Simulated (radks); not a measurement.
The numbers below are computed, except where a source is named.
W4+, configuration [Xe] 4f14 5d2 (the NIST ground configuration). Code: a radial shooting solver on a logarithmic mesh with Libxc functionals. Model: scalar-relativistic Kohn-Sham, SOGGA, spin-polarised, spherical densities, finite nucleus; open shells are filled with parallel spins first (spin-orbit coupling, left out, can overturn this in heavy ions); Fermi nuclear charge, rms radius 5.3658 fm. Some entries of the table are withheld. Estimate them.

| orbital | occ. | eigenvalue (eV) | <1/r> (bohr^-1) | <r> (bohr) |
|---|---|---|---|---|
| 1s down | 1 | -69487.83 | 87.02 | 0.01835 |
| 1s up | 1 | -69487.83 | 87.02 | 0.01835 |
| 2s up | 1 | -12030.67 | 20.35 | 0.07760 |
| 2s down | 1 | -12030.56 | 20.35 | 0.07760 |
| 2p up | 3 | -10530.96 | 18.45 | 0.06945 |
| 2p down | 3 | -10530.87 | 18.45 | 0.06945 |
| 3s up | 1 | -2803.943 | 7.535 | 0.2012 |
| 3s down | 1 | -2803.909 | 7.535 | 0.2011 |
| 3p up | 3 | -2359.614 | 6.959 | 0.2014 |
| 3p down | 3 | -2359.575 | 6.959 | 0.2014 |
| 3d up | 5 | -1847.519 | 6.576 | 0.1824 |
| 3d down | 5 | -1847.444 | 6.576 | 0.1824 |
| 4s up | 1 | -612.6459 | 3.203 | 0.4497 |
| 4s down | 1 | -612.5468 | 3.203 | 0.4497 |
| 4p up | 3 | -466.8265 | 2.911 | 0.4781 |
| 4p down | 3 | -466.7321 | 2.910 | 0.4781 |
| 4d up | 5 | -281.7921 | 2.589 | 0.5115 |
| 4d down | 5 | -281.6760 | 2.590 | 0.5114 |
| 5s up | 1 | -122.5260 | 1.259 | 1.061 |
| 5s down | 1 | -121.4138 | 1.266 | 1.056 |
| 5p up | 3 | -86.2161 | 1.069 | 1.225 |
| 5p down | 3 | -84.7371 | 1.077 | 1.218 |
| 4f up | 7 | -76.7189 | 2.086 | 0.6062 |
| 4f down | 7 | -76.4597 | 2.092 | 0.6032 |
| 5d up | 2 | -44.2399 | (1) | 1.657 |
| 5d down | 0 | -42.3361 | (2) | 1.656 |

Answer. 
(1) 5d up <1/r> (bohr^-1): 0.7709
(2) 5d down <1/r> (bohr^-1): 0.7740
